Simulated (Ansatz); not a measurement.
`CN[CH2][GeH3]`. Total charge 0; spin multiplicity 1. Correlated methods include outer-core shells of Ge, which these sets cover unevenly. Scalar relativity is left out up to krypton.

Z-matrix (Å, degrees):
```
C
N 1 1.447
H 1 1.094 2 109.4
H 1 1.103 2 113.7 3 -120.3
H 1 1.092 2 109.8 3 118.0
C 2 1.447 1 113.2 3 65.6
H 2 1.012 1 109.8 3 -170.9
Ge 6 1.964 2 110.7 1 -179.3
H 6 1.104 2 113.9 1 56.9
H 6 1.095 2 108.9 1 -61.7
H 8 1.542 6 109.0 2 -52.4
H 8 1.539 6 110.3 2 -171.6
H 8 1.536 6 110.7 2 67.1
```

Q: Give the diagnostics of a CCSD(T)/def2-TZVPP run (frozen core, Ansatz 0.2.0). (Estimate.)

A: The calculation gave: T1 = 0.0104, largest single amplitude 0.014, largest double 0.021, (T) share of the correlation energy 3.6 %, 8 CCSD cycles. The RHF solution is stable towards an unrestricted one. T1 lies under the customary mark of 0.02 for closed shells.
